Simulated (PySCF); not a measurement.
## Molecular orbitals of TlTe⁺

UHF at R = 3.414 Å; basis Tl cc-pVDZ-PP with ECP60, Te cc-pVDZ-PP with ECP28; scalar-relativistic core potentials; PySCF 2.14. State: ³Σ⁻ (triplet), unpaired electrons π ↑↑. Only the outer orbitals are listed, counted within each symmetry, core potentials removing the inner ones.

```tsv
spin	orbital	occ.	ε (eV)	on Tl (%)	main shells (%)
α	7σ	1	-27.46	3	97 Te s
α	8σ	1	-18.08	90	90 Tl s, 9 Te p
α	5π	1	-15.43	0	99 Te p
α	5π	1	-15.43	0	99 Te p
α	9σ	1	-13.96	16	84 Te p, 10 Tl s
α	6π	0	-4.12	99	99 Tl p
α	6π	0	-4.12	99	99 Tl p
α	10σ	0	-3.22	97	97 Tl p
β	7σ	1	-22.95	4	96 Te s
β	8σ	1	-18.01	92	92 Tl s
β	9σ	1	-12.97	17	82 Te p, 10 Tl p
β	5π	0	-4.98	33	67 Te p, 33 Tl p
β	5π	0	-4.98	33	67 Te p, 33 Tl p
β	6π	0	-3.72	67	67 Tl p, 32 Te p
```

Problem. Which are the highest filled and the lowest empty level, where do they sit, and how wide is the gap?

Solution. Highest filled β 9σ at -12.97 eV (in %: 82 Te p, 10 Tl p); lowest empty β 5π at -4.98 eV (in %: 67 Te p, 33 Tl p); the gap at UHF is 7.99 eV.

```
bond order (Mayer)                                                                                                 : 0.33
⟨S²⟩                                                                                                               : 2.014
charge on Tl (Mulliken, basis-dependent)                                                                           : 0.81
charge on Tl (Löwdin, basis-dependent)                                                                             : 0.70
dipole moment (positive dipole points towards Te; it is taken about the centre of mass and depends on that origin) : -2.36 D
polarisability along the bond                                                                                      : 97.9 bohr³
polarisability across the bond                                                                                     : 41.7 bohr³
```

Spin–orbit coupling is left out, which matters for elements this heavy, above all for dissociation energies. The state was picked by a PBE0 search and need not be the measured ground state.
